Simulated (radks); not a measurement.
Q: These are the eigenvalues of the occupied orbitals of an atom or ion with whole-number occupations (eV). All-electron calculation, scalar-relativistic Kohn-Sham, PBE, spin-unpolarised, spherical densities, finite nucleus; Fermi nuclear charge, rms radius of each element as measured or else 0.836 A^(1/3) + 0.57 fm. Program: a radial shooting solver on a logarithmic mesh with Libxc functionals.

orbital  eigenvalue
1s        -50095.21
2s        -8271.712
2p        -7361.596
3s        -1833.794
3p        -1551.772
3d        -1179.314
4s        -369.3754
4p        -276.3972
4d        -147.7214
5s         -49.7311
5p         -27.2661
4f          -8.6990
6s          -4.1255
5d          -2.5338

Which element is it, and in what charge state? The configuration may be excited.

A: Z = 64, gadolinium, charge 0: Gd in [Xe] 4f7 5d1 6s2. The list shows which subshells hold electrons but not how many an open one holds; the 1s level, -1841 hartree, gives Z - s = 60.7 by -(Z - s)^2/2, which with screening and relativity narrows Z to a few neighbours, and the depths of the outer levels then fix element, charge and occupations together.
